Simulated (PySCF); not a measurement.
**From a log to its input**

A PySCF 2.14 run on the atoms As 0 0 0; Br 0 0 2.51 (angstrom) printed this (some set-up lines and the per-cycle HOMO/LUMO lines with their warnings removed):

```
PySCF version 2.14.0

[INPUT] verbose = 4
[INPUT] num. atoms = 2
[INPUT] num. electrons = 69
[INPUT] charge = -1
[INPUT] spin (= nelec alpha-beta = 2S) = 1
[INPUT] symmetry False subgroup None
[INPUT] Mole.unit = angstrom

nuclear repulsion = 243.505848052829
number of shells = 12
number of NR pGTOs = 154
number of NR cGTOs = 54
basis = cc-pvdz-dk
ecp = {}

******** <class 'pyscf.x2c.sfx2c1e.sfX2C1eUKS'> ********
method = sfX2C1eUKS
initial guess = minao
damping factor = 0
level_shift factor = 0
DIIS = <class 'pyscf.scf.diis.CDIIS'>
diis_start_cycle = 1
diis_space = 8
diis_damp = 0
SCF conv_tol = 1e-09
SCF conv_tol_grad = None
SCF max_cycles = 50
direct_scf = True
direct_scf_tol = 1e-13
number electrons alpha = 35  beta = 34
XC library pyscf.dft.libxc version 7.0.0
    S. Lehtola, C. Steigemann, M. J.T. Oliveira, and M. A.L. Marques.,  SoftwareX 7, 1–5 (2018)
XC functionals = bp86
    A. D. Becke.,  Phys. Rev. A 38, 3098 (1988)
    J. P. Perdew.,  Phys. Rev. B 33, 8822 (1986)
radial grids:
    Treutler-Ahlrichs [JCP 102, 346 (1995); DOI:10.1063/1.469408] (M4) radial grids

becke partition: Becke, JCP 88, 2547 (1988); DOI:10.1063/1.454033
pruning grids: <function nwchem_prune>
grids dens level: 3
symmetrized grids: False
atomic radii adjust function: <function treutler_atomic_radii_adjust>
small_rho_cutoff = 0

******** <class 'pyscf.x2c.sfx2c1e.SpinFreeX2CHelper'> ********
approx = 1e
xuncontract = 1
Set gradient conv threshold to 3.16228e-05
tot grids = 40848
init E= -4867.46231052429

cycle= 1 E= -4867.50819346944  delta_E= -0.0459  |g|= 0.168  |ddm|= 0.98

cycle= 2 E= -4867.51743467708  delta_E= -0.00924  |g|= 0.158  |ddm|= 0.571
cycle= 3 E= -4867.53350756561  delta_E= -0.0161  |g|= 0.0232  |ddm|= 0.234
cycle= 4 E= -4867.53377789413  delta_E= -0.00027  |g|= 0.00907  |ddm|= 0.0281
cycle= 5 E= -4867.53382727117  delta_E= -4.94e-05  |g|= 0.00203  |ddm|= 0.00938
cycle= 6 E= -4867.53382907824  delta_E= -1.81e-06  |g|= 0.00147  |ddm|= 0.00449
cycle= 7 E= -4867.53383094685  delta_E= -1.87e-06  |g|= 9.92e-05  |ddm|= 0.00179
cycle= 8 E= -4867.53383095647  delta_E= -9.63e-09  |g|= 1.37e-05  |ddm|= 0.000151
cycle= 9 E= -4867.53383095666  delta_E= -1.83e-10  |g|= 5.69e-06  |ddm|= 2.38e-05
Extra cycle  E= -4867.53383095663  delta_E= 2.36e-11  |g|= 7.56e-06  |ddm|= 1.71e-05
converged SCF energy = -4867.53383095663  <S^2> = 0.75174705  2S+1 = 2.0017463
**** SCF Summaries ****
Total Energy =                       -4867.533830956633210
Nuclear Repulsion Energy =             243.505848052828725
One-electron Energy =                -7271.260503054822038
Two-electron Energy =                 2160.220824045360132
Two-electron Coulomb Energy =         2338.421849589042722
DFT Exchange-Correlation Energy =     -178.201025543682704
**** MO energy ****
                             alpha | beta                alpha | beta
[24 lines left out]
MO #25  energy= -1.23660214754999  | -1.23261420363233  occ= 1 | 1
MO #26  energy= -1.2252797929252   | -1.22469618144904  occ= 1 | 1
MO #27  energy= -1.22168208311097  | -1.21792575494137  occ= 1 | 1
MO #28  energy= -1.21894183112751  | -1.21645659078176  occ= 1 | 1
MO #29  energy= -0.500832934375242 | -0.49932500243757  occ= 1 | 1
MO #30  energy= -0.2890852240165   | -0.267124684215099 occ= 1 | 1
MO #31  energy= -0.0839418893113961 | -0.0788542173498137 occ= 1 | 1
MO #32  energy= -0.0576032757082336 | -0.0518097657716843 occ= 1 | 1
MO #33  energy= -0.0499179908663676 | -0.0490661835922395 occ= 1 | 1
MO #34  energy= 0.0385720132861289 | 0.0822129770496003 occ= 1 | 1
MO #35  energy= 0.0725761998400214 | 0.0862707957854902 occ= 1 | 0
MO #36  energy= 0.116989607525172  | 0.127721493496801  occ= 0 | 0
MO #37  energy= 0.467238168670122  | 0.485048994939422  occ= 0 | 0
MO #38  energy= 0.511839570089395  | 0.52125523236799   occ= 0 | 0
[16 lines left out]

To work with the spin densities directly, `use mulliken_meta_spin()` only printing them here.

 ** Mulliken spin pop alpha/beta on meta-lowdin orthogonal AOs **
 ** Mulliken Spin Density (per AO)  **
 ** Mulliken Spin Density (per atom)  **
spin density of  0 As =      0.96556
spin density of  1 Br =      0.03444
 ** Mulliken pop alpha/beta on meta-lowdin orthogonal AOs **
 ** Mulliken pop       alpha | beta **
pop of  0 As 1s        1.00000 | 1.00000
pop of  0 As 2s        1.00000 | 1.00000
pop of  0 As 3s        0.99993 | 0.99992
pop of  0 As 4s        0.98262 | 0.98148
pop of  0 As 5s        0.00121 | 0.00127
pop of  0 As 2px       1.00000 | 1.00000
pop of  0 As 2py       1.00000 | 1.00000
pop of  0 As 2pz       1.00000 | 1.00000
pop of  0 As 3px       0.99999 | 0.99999
pop of  0 As 3py       0.99999 | 0.99997
pop of  0 As 3pz       0.99996 | 0.99997
pop of  0 As 4px       0.99653 | 0.79157
[42 lines left out]
In total            35.00000 | 34.00000
 ** Mulliken atomic charges   ( Nelec_alpha | Nelec_beta ) **
charge of  0As =     -0.59386  (    17.27971     16.31415 )
charge of  1Br =     -0.40614  (    17.72029     17.68585 )
Dipole moment(X, Y, Z, Debye):  0.00000,  0.00000, -4.97035
orbital energies (hartree): [array([-0.0499,  0.0386,  0.0726,  0.117 ,  0.4672,  0.5118]), array([-0.0518, -0.0491,  0.0822,  0.0863,  0.1277,  0.485 ])]
```

Question: Write the input that gave this log.

Answer: The input was:

```python
from pyscf import gto, dft

mol = gto.M(
    atom='As 0 0 0; Br 0 0 2.51',
    basis='cc-pvdz-dk',
    charge=-1,
    spin=1,
    verbose=4,
)
mf = dft.UKS(mol, xc='bp86')
mf = mf.sfx2c1e()
mf.kernel()
mf.analyze()
print('orbital energies (hartree):', [e[max(0, n-3):n+3].round(4) for e, n in zip(mf.mo_energy, mol.nelec)])
```

The basis has no diffuse functions, which an anion needs. The bond length is a typed value, not an optimised one. The dipole of an ion depends on the origin. No search for the lowest solution was made.
